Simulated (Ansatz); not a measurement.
Ansatz (an electronic-structure program) input file for BaO, SMILES [Ba]=[O], r2SCAN-D4/def2-TZVPD. 

Ansatz 0.2 input:
```yaml
crystal:
  periodic: [false, false, false]
  atoms:
    - {symbol: Ba, position_ang: [0.00000000, 0.00000000, -0.26274223]}
    - {symbol: O, position_ang: [0.00000000, 0.00000000, 1.83919561]}
basis:
  gaussian:
    orbitals: def2-TZVPD
hamiltonian:
  xc: r2scan
  dispersion: d4
relax: {f_tol: 0.002, max_steps: 200}
```

It prints:

```
WARN ansatz: RAYON_NUM_THREADS=1 ignored (pool sized by the plan → 1); use --threads N
Functional definition: r2SCAN
integrals: 0.02 GiB planned
471 factors; their error is unknown
mean field: 0.17 GiB planned
mean field evaluation 1: about -2723.2519 eV, gradient 9.2e1 eV
mean field evaluation 2: about -2455.2751 eV, gradient 2.2e2 eV
mean field evaluation 4: about -2739.1632 eV, gradient 2.6e1 eV
mean field evaluation 8: about -2740.7855 eV, gradient 4.7e-2 eV
mean field evaluation 16: about -2740.7841 eV, gradient 3.2e-5 eV
mean field -2740.78405140 eV, -100.7219561190 hartree, gradient 3.2e-5 eV, S^2 0.000000; 0 other end points of the search recorded, 0 dependent functions left out
the calculation of the forces begins
reference -2740.78406912 eV, -100.7219567702 hartree; 9, 9 occupied and 71, 71 virtual orbitals, 471 factors
relax step   1: F+E_penalty+E_count = -2740.79161708 eV  Δ(F+E_penalty+E_count) = +0.000e0 eV  max|allowed force component| = 2.523e0 eV/Å  Δτ_max = 0.0000 Å  (28 SCF iters, accepted)
these checks for a lower state are left out or cut short: starts, cluster_reference, orbital_swaps, neighbouring_geometries, increment
integrals: 0.02 GiB planned
471 factors; their error is unknown
mean field: 0.17 GiB planned
mean field -2740.95758089 eV, -100.7283332099 hartree, gradient 8.9e-6 eV, S^2 0.000000; 0 other end points of the search recorded, 0 dependent functions left out
the calculation of the forces begins
reference -2740.95760439 eV, -100.7283340734 hartree; 9, 9 occupied and 71, 71 virtual orbitals, 471 factors
relax step   2: F+E_penalty+E_count = -2740.96535016 eV  Δ(F+E_penalty+E_count) = -1.737e-1 eV  max|allowed force component| = 1.137e0 eV/Å  Δτ_max = 0.0937 Å  (42 SCF iters, accepted)
these checks for a lower state are left out or cut short: starts, cluster_reference, orbital_swaps, neighbouring_geometries, increment
integrals: 0.02 GiB planned
471 factors; their error is unknown
mean field: 0.17 GiB planned
mean field evaluation 32: about -2740.9815 eV, gradient 1.1e-3 eV
mean field -2740.98146126 eV, -100.7292107972 hartree, gradient 1.8e-5 eV, S^2 0.000000; 0 other end points of the search recorded, 0 dependent functions left out
the calculation of the forces begins
reference -2740.98148388 eV, -100.7292116285 hartree; 9, 9 occupied and 71, 71 virtual orbitals, 471 factors
relax step   3: F+E_penalty+E_count = -2740.98918596 eV  Δ(F+E_penalty+E_count) = -2.384e-2 eV  max|allowed force component| = 1.777e-1 eV/Å  Δτ_max = 0.0185 Å  (30 SCF iters, accepted)
these checks for a lower state are left out or cut short: starts, cluster_reference, orbital_swaps, neighbouring_geometries, increment
integrals: 0.02 GiB planned
471 factors; their error is unknown
mean field: 0.17 GiB planned
mean field -2740.98213154 eV, -100.7292354297 hartree, gradient 7.2e-6 eV, S^2 0.000000; 0 other end points of the search recorded, 0 dependent functions left out
the calculation of the forces begins
reference -2740.98215397 eV, -100.7292362539 hartree; 9, 9 occupied and 71, 71 virtual orbitals, 471 factors
relax step   4: F+E_penalty+E_count = -2740.98984765 eV  Δ(F+E_penalty+E_count) = -6.617e-4 eV  max|allowed force component| = 2.966e-3 eV/Å  Δτ_max = 0.0037 Å  (30 SCF iters, accepted)
these checks for a lower state are left out or cut short: starts, cluster_reference, orbital_swaps, neighbouring_geometries, increment
integrals: 0.02 GiB planned
471 factors; their error is unknown
mean field: 0.17 GiB planned
mean field -2740.98211145 eV, -100.7292346914 hartree, gradient 6.3e-6 eV, S^2 0.000000; 0 other end points of the search recorded, 0 dependent functions left out
the calculation of the forces begins
reference -2740.98213384 eV, -100.7292355141 hartree; 9, 9 occupied and 71, 71 virtual orbitals, 471 factors
relax step   5: F+E_penalty+E_count = -2740.98982582 eV  Δ(F+E_penalty+E_count) = +2.183e-5 eV  max|allowed force component| = 3.203e-2 eV/Å  Δτ_max = 0.0008 Å  (32 SCF iters, rejected (line search))
these checks for a lower state are left out or cut short: starts, cluster_reference, orbital_swaps, neighbouring_geometries, increment
integrals: 0.02 GiB planned
471 factors; their error is unknown
mean field: 0.17 GiB planned
mean field -2740.98213188 eV, -100.7292354420 hartree, gradient 1.3e-5 eV, S^2 0.000000; 0 other end points of the search recorded, 0 dependent functions left out
the calculation of the forces begins
reference -2740.98215430 eV, -100.7292362660 hartree; 9, 9 occupied and 71, 71 virtual orbitals, 471 factors
relax step   6: F+E_penalty+E_count = -2740.98984784 eV  Δ(F+E_penalty+E_count) = -1.880e-7 eV  max|allowed force component| = 7.139e-6 eV/Å  Δτ_max = 0.0001 Å  (20 SCF iters, accepted)
integrals: 0.02 GiB planned
471 factors; their error is unknown
mean field: 0.17 GiB planned
mean field evaluation 64: about -2740.9831 eV, gradient 1.2e0 eV
mean field -2740.98213188 eV, -100.7292354420 hartree, gradient 2.4e-5 eV, S^2 0.000000; 1 other end points of the search recorded, 0 dependent functions left out
the calculation of the forces begins
reference -2740.98215430 eV, -100.7292362660 hartree; 9, 9 occupied and 71, 71 virtual orbitals, 471 factors
Total energy: -2740.98987026 eV, -100.7295198225 hartree
Atom 0 at     0.000000    -0.000000    -0.191283 Å, force    -0.000000     0.000000    -0.000007 eV/Å
Atom 1 at    -0.000000     0.000000     1.767736 Å, force     0.000000    -0.000000     0.000007 eV/Å
Dipole moment:    -0.000000     0.000000    -1.615348 e Å
```

The run converged.
